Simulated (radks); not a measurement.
Valence configurations of Pr II (all share [Xe]). Calculated with a radial shooting solver on a logarithmic mesh with Libxc functionals: Dirac Kohn-Sham, PBE, spin-unpolarised, spherical densities, point nucleus; open shells are shared between the two j in proportion to 2j + 1. Energies are relative to 4f3 6s1; eigenvalues in eV.

valence,E (eV),e(4f5/2),e(4f7/2),e(5d3/2),e(5d5/2),e(6p1/2)
4f3 6s1,0.000,-7.219,-6.876,-,-,-
4f2 6s1 6p1,5.141,-15.790,-15.393,-,-,-6.953
4f2 6s2,1.758,-14.701,-14.306,-,-,-
4f1 5d1 6s2,8.658,-21.206,-20.764,-11.643,-11.319,-
4f2 5d1 6s1,1.543,-12.413,-12.021,-8.723,-8.478,-
4f1 5d2 6s1,7.574,-18.696,-18.256,-10.026,-9.730,-
4f1 5d2 6p1,10.922,-19.777,-19.337,-10.908,-10.602,-6.548
4f3 6s0.5 6p0.5,1.439,-7.766,-7.423,-,-,-5.698
4f3 5d0.5 6s0.5,0.417,-6.323,-5.982,-6.839,-6.651,-
4f3 6p1,2.883,-8.306,-7.962,-,-,-5.998

NIST lists [Xe] 4f3 6s1 as the ground configuration; this level of theory agrees among the configurations tried. The energies are those of spherical spin-averaged densities, not of single terms.
